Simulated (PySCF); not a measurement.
# Two probes of the same atoms: core binding energy and nuclear shielding

Compound: para-tolunitrile, C₈H₇N.
Bonds: C1–C2, C2–C3 (aromatic), C3–C4 (aromatic), C4–C5 (aromatic), C5–C6, C6–N7 (triple), C5–C8 (aromatic), C8–C9 (aromatic), C2–C9 (aromatic). Hydrogens: H10, H11, H12 on C1; H13 on C3; H14 on C4; H15 on C8; H16 on C9.

Binding energies: delta-SCF UKS SCAN, pcX-2 on the ionised atom, pcseg-1 elsewhere, spin-free X2C (PySCF). Shieldings: GIAO PBE/pcSseg-1, non-relativistic, same geometry.

```
atom  C 1s (eV)
  C1     291.18
  C2     290.90
  C3     290.66
  C4     290.83
  C5     291.52
  C6     291.84
```

Question: What are the absolute isotropic shieldings of these atoms?

Answer: 
```tsv
atom	environment	C 1s (eV)	isotropic shielding (ppm)
C3	aromatic CH carbon	290.66	47.1
C4	aromatic CH carbon	290.83	43.7
C2	substituted aromatic carbon	290.90	34.7
C1	benzylic-type carbon	291.18	155.5
C5	substituted aromatic carbon	291.52	67.3
C6	nitrile carbon	291.84	57.5
```

Question: Among the listed atoms, is the one with the highest binding energy also the least shielded?

Answer: No. The highest binding energy is at C6 (291.84 eV, shielding 57.5 ppm), the lowest shielding at C2 (34.7 ppm, 290.90 eV).

Over these 6 sites the two quantities correlate at r = 0.21. By binding energy: C3 < C4 < C2 < C1 < C5 < C6. By shielding: C2 < C4 < C3 < C6 < C5 < C1.

Of atoms equivalent by bonding only the ionised one is listed; its partners' own values can differ in this conformer. Spin contamination (⟨S²⟩ against 0.75 for a pure doublet) is marked for C 1s of C2 (0.86), which makes this value less certain. Geometry: PBE0-D3(BJ)/def2-SVP; no solvent, vibrations or thermal averaging.
